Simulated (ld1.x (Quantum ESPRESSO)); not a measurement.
# tantalum: variants of one TM potential

Base potential:

ld1.x (Quantum ESPRESSO) 7.5 input, shortened:

```
&input
   title='Ta', zed=73., rel=1, dft='PBESOL', iswitch=3,
   config='[Xe] 4f14 5d2 5f-2 6s0 6p0'
 /
 &inputp
   pseudotype=2, tm=.true., lloc=1,
   nlcc=.false.
 /
4
6S  1  0   0.00   0.00  2.20  2.20  0.0
5D  3  2   2.00   0.00  2.10  2.10  0.0
5F  4  3  -2.00   0.05  2.55  2.55  0.0
6P  2  1   0.00   0.00  2.80  2.80  0.0
 &test
   configts(1)='5d2 6s0 6p0'
 /
```

All-electron outer shells of the reference configuration (PBEsol, scalar-relativistic, ld1.x):

```csv
shell,level (eV),outermost node (bohr),outermost maximum (bohr)
4f,-52.90,–,0.44
5d,-29.13,0.65,1.51
6s,-27.03,1.30,2.45
6p,-19.89,1.53,2.96
```

Cutoffs, loose and tight: the cutoffs (Ry, on a coarse ladder) from which the occupation-weighted sum of valence levels, in a spherical-Bessel basis at the reference potential, stays within 10 and 1 mRy of its value at 400 Ry. They do not see the model core or the augmentation charge, which bear on the density cutoff. Test errors are all-electron minus pseudo excitation energies from the reference, over the configurations 5d3 6s2 6p0; 5d3 6s1 6p0; 5d3 6s0 6p0; 5d3.5 6s1.5 6p0; 5d3 6s0 6p1; 5d4 6s0 6p0; 5d2 6s2 6p1. A dash means not determined; rows that change the core or the reference have their own tests.

A true bound ghost makes a file unfit for plane-wave use even where its test errors are small: the radial tests pick states by their node count and pass the ghost by.

| change | outcome | cutoff, loose | cutoff, tight | bound ghosts | largest test error (meV) |
| --- | --- | --- | --- | --- | --- |
| base | generated | 30 Ry | 35 Ry | none | +587 |
| all radii scaled by about 0.74 (s 1.64, p 2.08, d 1.56, f 1.90 bohr) | generated | 25 Ry | 35 Ry | s, p (extra level of the local part) | +1487 |
| all radii scaled by about 0.82 (s 1.80, p 2.30, d 1.72, f 2.10 bohr) | generated | 25 Ry | 35 Ry | s | +860 |
| all radii scaled by about 0.89 (s 1.96, p 2.50, d 1.88, f 2.28 bohr) | generated | 30 Ry | 35 Ry | s | +527 |
| all radii scaled by about 1.13 (s 2.48, p 3.16, d 2.38, f 2.88 bohr) | generated | 25 Ry | 30 Ry | none | +541 |
| all radii scaled by about 1.22 (s 2.70, p 3.42, d 2.58, f 3.12 bohr) | generated | 25 Ry | 30 Ry | none | +546 |
| all radii scaled by about 1.29 (s 2.84, p 3.62, d 2.70, f 3.28 bohr) | generated | 25 Ry | 30 Ry | none | +552 |
| all radii scaled by about 1.36 (s 3.00, p 3.82, d 2.86, f 3.48 bohr) | generated | 21 Ry | 25 Ry | none | +549 |

Question: What comes out with this change to the base: all radii scaled by about 1.07 (s 2.34, p 2.98, d 2.24, f 2.72 bohr)?

Answer: outcome: generated; cutoff, loose: 25 Ry; cutoff, tight: 35 Ry; bound ghosts: none; largest test error (meV): +551.

Reading the sweep of the scale of all radii (base = 1) (base included, trends over the rows without a ghost): The loose cutoff falls from 30 Ry at 1 to 21 Ry at 1.36. A larger radius leaves more room for a smooth pseudo-wave, so fewer plane waves are needed; a smaller one forces it to follow the all-electron wave where it bends sharply. The median size of the test errors (rows with all tests solved) stays near 197.9 meV. Bound ghosts are found at 0.74, 0.82, 0.89.
